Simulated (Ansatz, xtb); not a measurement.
Two conformers of FH5OSi2+

We compare X, the doublet with the links of `F[SiH][OH+][SiH3]`, with Y, the doublet with the links of `F[SiH][OH+][SiH3]`. Both are isolated ions in the gas phase, relaxed with B3LYP/6-31G*.

X (Å):

```csv
atom,x (Å),y (Å),z (Å)
F,0.0186,2.3940,-2.7313
O,0.2006,0.9830,-0.6286
Si,-0.7104,1.0767,-2.1979
Si,1.4841,2.1467,0.0036
H,-0.2908,-0.1480,-2.9416
H,-0.0401,0.2630,-0.0113
H,2.5495,2.0660,-1.0048
H,0.7848,3.4360,0.0908
H,1.7801,1.5018,1.2937
```

Y (Å):

```xyz
9

F    -3.0561    1.6230   -0.9042
O    -0.6319    0.8923   -1.3645
Si   -1.9717    1.9394   -2.0288
Si    1.1163    0.7288   -1.8594
H    -1.3972    3.3127   -1.9234
H    -0.9368    0.3154   -0.6312
H     1.8642    1.2246   -0.6940
H     1.1243    1.6132   -3.0355
H     1.2651   -0.7063   -2.1448
```

**Question.** Which of the two would you expect CCSD(T)/def2-SVP + ΔMP2/def2-TZVPP electronic energies to favour?

**Answer.** CCSD(T)/def2-SVP + ΔMP2/def2-TZVPP gives E(Y) − E(X) = +0.53 kcal/mol, slightly favouring structure X, which is too small a margin to settle the true order.

How the difference moves with the method:

```csv
level,geometry,E(Y) − E(X) (kcal/mol),departure from the last row (kcal/mol),"job, with rough time for the two"
B3LYP/6-31G*,B3LYP/6-31G*,+0.45,−0.08,"optimisation, 3.3 min"
HF/def2-SVP,B3LYP/6-31G*,+0.86,+0.33,part of the CCSD(T) run
MP2/def2-SVP,B3LYP/6-31G*,+0.89,+0.37,part of the CCSD(T) run
CCSD(T)/def2-SVP,B3LYP/6-31G*,+0.97,+0.44,single point
CCSD(T)/def2-SVP + ΔMP2/def2-TZVPP,B3LYP/6-31G*,+0.53,,"single point, 71 s"
```

The largest departure from CCSD(T)/def2-SVP + ΔMP2/def2-TZVPP is that of CCSD(T)/def2-SVP, 0.44 kcal/mol. Levels run at GFN2-xTB geometries aren't shown. The last row adds to CCSD(T) the change of the MP2 difference between the two basis sets, here −0.44 kcal/mol.

With harmonic frequencies from B3LYP/6-31G* (ideal gas, rigid rotor, one conformer each, 600 K, 1 atm): on the last row, ΔE + ΔZPE = +0.44 kcal/mol. A mode under 50 cm⁻¹ makes harmonic enthalpies and free energies unreliable, so none is given.

Open shells are spin-unrestricted. The correlated steps freeze 12 core orbitals. Run with Ansatz 0.2.0 (Pople sets with spherical d functions); the last row on 1 thread of Arm Neoverse V2 on a shared host.
